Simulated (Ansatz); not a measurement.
Molecule: LiCl (charge 0, singlet). 
Geometry from a B3LYP-D3(BJ)/def2-TZVP (Ansatz, a program for electronic structure) optimisation:
SMILES: [Li][Cl]
```xyz
2

Li     0.0000     0.0000    -1.7146
Cl     0.0000     0.0000     0.3026
```
Charge 0, spin multiplicity 1.

Parts of the frozen-core correlation energy in 6-31G (Ansatz, hartree). Frozen orbitals: 6; correlated occupied orbitals by spin: 4 and 4; virtual: 12 and 12. Spin-orbit coupling is left out. No relativistic terms.

```csv
term,value
reference (HF),-466.99720
MP2 opposite-spin,-0.03393
MP2 same-spin,-0.01118
CCSD correlation,-0.05116
(T),-0.00076
FCI minus CCSD(T),-0.00012
T1 diagnostic,0.014
largest doubles amplitude,0.039
```
